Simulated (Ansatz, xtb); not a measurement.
**C2FSe: where a starting geometry ends**

The starting geometry of this gas-phase doublet was built from a drawn formula by distance geometry and a force field; its bonds are those of `[C]=C(F)[Se]`.

```json
{"atom": "C", "x (Å)": "-0.8795", "y (Å)": "1.3356", "z (Å)": "-0.7198"}
{"atom": "C", "x (Å)": "-0.2899", "y (Å)": "1.8931", "z (Å)": "0.3422"}
{"atom": "F", "x (Å)": "-0.7887", "y (Å)": "3.0351", "z (Å)": "0.9019"}
{"atom": "Se", "x (Å)": "1.4583", "y (Å)": "0.8851", "z (Å)": "1.2303"}
```

Task: Predict what becomes of its bonds when it is optimised with r2SCAN-D4/def2-SVP.

Result: It rearranges to `FC1=[C][Se]1`. Distances that change by over a tenth: C2–Se4 (2.20 → 1.84 Å). Contacts that close: C1–Se4 (3.08 → 2.11 Å).

The energy falls by 1.92 eV over 8 steps:

| step | E − E(last) (eV) |
| --- | --- |
| 1 | 1.919 |
| 2 | 0.944 |
| 3 | 0.559 |
| 4 | 0.112 |
| 5 | 0.054 |
| 6 | 0.002 |
| 7 | 0.000 |
| 8 | 0.000 |

Final geometry (Å):

```yaml
atoms:
  - { symbol: C, position_ang: [-0.4879, 1.1208, -0.5293] }
  - { symbol: C, position_ang: [-0.3167, 2.0201, 0.4563] }
  - { symbol: F, position_ang: [-0.7846, 3.1144, 0.9750] }
  - { symbol: Se, position_ang: [1.0894, 0.8936, 0.8527] }
```

From the same start GFN2-xTB reaches the same bonding as this run.

The end wasn't checked by frequencies. Open shells are spin-unrestricted. Run with Ansatz 0.2.0, 3.7 min on 1 thread of AMD EPYC (Zen 3) (shared host).
